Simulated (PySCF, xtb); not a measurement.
Mg(NH2)2 (H4MgN2), SMILES [NH2][Mg][NH2]. The values are those of a single conformer.

Harmonic wavenumbers (cm⁻¹) from GFN2-xTB run with xtb at its own minimum, in rising order: 58, 78, 133, 448, 468, 494, 500, 565, 572, 1519, 1527, 3350, 3357, 3368, 3372.

**Question.** What does PySCF with B3LYP-D3(BJ)/def2-TZVP give at its own minimum? (An estimate is asked for; the answer gives what the named calculation found.)

**Answer.** 139, 139, 179, 298, 298, 535, 535, 550, 810, 1561, 1564, 3542, 3542, 3617, 3617. Paired by order, the mean absolute difference is 119 cm⁻¹ and the zero-point energies are 28.3 and 29.9 kcal/mol.
